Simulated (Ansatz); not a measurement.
The cluster Rb5H4⁺, relaxed as a singlet with RKS PBE-D4/def2-SVP in Ansatz, starting from the GFN1-xTB geometry. Force threshold 0.02 eV/Å.

In the def2 sets Rb takes a core potential; there is no spin–orbit coupling. The structure comes from a short search, and lower isomers may exist.

Start:

```xyz
9

Rb   -1.851    1.020   -2.786
Rb   -2.112   -0.897    0.786
Rb   -1.462   -2.915   -2.820
Rb    1.715   -0.499   -1.571
Rb    1.435    1.113    2.560
H    -0.024   -0.819   -3.562
H     2.461    1.862    4.785
H    -3.065   -1.135   -1.689
H     2.904    2.269    4.296
```

**Question.** Estimate the energy that the relaxation releases and the steps that it takes.

**Answer.** 0.57 eV, in 11 steps; 17 s on 4 threads of AMD EPYC 7B13 on a shared host. The force fell under the threshold at step 10, but the optimiser went on. No frequencies were taken in this run, so the end may be a saddle point.

**Question.** Does the start keep its bonding?

**Answer.** Bonds lost: Rb5–H7, Rb5–H9 (atoms count from 1). Bonds formed: Rb1–Rb5 (atoms count from 1). Metal–metal contacts that move far: Rb2–Rb4 4.51 to 5.43 Å. The end holds 2 separate pieces.

**Question.** Predict the relaxed structure.

**Answer.** 
```xyz
9

Rb   -1.642    1.056   -2.427
Rb   -2.507   -1.443    0.957
Rb   -2.062   -2.799   -3.786
Rb    2.110   -0.955   -1.858
Rb    1.009    1.732    2.040
H    -0.055   -1.027   -3.506
H     2.821    2.179    5.362
H    -2.982   -1.338   -1.721
H     3.308    2.595    4.937
```
Bond lengths (bridged metal pairs left out): 3 × Rb–Rb 4.86 to 5.24 Å; 6 × H–Rb 2.69 to 2.83 Å.
